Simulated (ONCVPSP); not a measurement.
# Cutoff test, V, ONCV

| Quantity | Value |
| --- | --- |
| Element | V (Z = 23) |
| Generator | ONCVPSP 4.0.1 |
| Type | optimised norm-conserving Vanderbilt (ONCV) |
| Functional | PBE |
| Relativity | scalar-relativistic |
| Frozen core | [Ne] |
| Valence charge | 13 |
| Reference configuration | 3s2 3p6 3d3 4s2 |
| Partial waves | 3s+4s: rc 1.45 bohr, ncon 4, nbas 7, qcut 8.9 1/bohr, 2 projectors; 3p: rc 1.00 bohr, ncon 3, nbas 7, qcut 7.7 1/bohr, 2 projectors, debl 1.4 Ha; 3d: rc 1.60 bohr, ncon 4, nbas 9, qcut 11.5 1/bohr, 3 projectors, debl 3.9 Ha |
| Local potential | polynomial inside 0.85 bohr (lpopt 2, dvloc0 0 Ha) |
| Core correction | Teter function fitted to the true core (icmod 2), fcfact 0.35 |

In the p channel the program set the typed energies aside and used -1.618, 0.250 Ha.

Problem. For each optimised wave give the share of its norm inside rc, the residual kinetic energy above qcut (Ha) and the cutoffs (Ha) for errors of 10, 1, 0.1 and 0.01 mHa per electron.

Solution.

| wave | norm inside rc | residual KE | 10 mHa | 1 mHa | 0.1 mHa | 0.01 mHa |
| --- | --- | --- | --- | --- | --- | --- |
| 3s | 0.911 | 8.4e-07 | 19.4 | 26.3 | 31.4 | 35.3 |
| 4s | 0.036 | 6.3e-07 | 8.9 | 22.0 | 29.0 | 34.2 |
| 3p | 0.540 | 3.1e-04 | 16.8 | 21.8 | 107.7 | 224.3 |
| p projector 2 | 0.058 | 5.6e-05 | 13.6 | 18.9 | 23.9 | 99.7 |
| 3d | 0.674 | 7.2e-08 | 34.1 | 42.3 | 49.2 | 54.7 |
| d projector 2 | 0.118 | 3.0e-07 | 37.6 | 46.8 | 53.7 | 59.1 |
| d projector 3 | 0.096 | 7.8e-06 | 44.7 | 53.4 | 60.1 | 65.5 |

The occupied waves need 42 Ha and 108 Ha for 1 and 0.1 mHa. 1 of 4 tests not solved or not reliable.
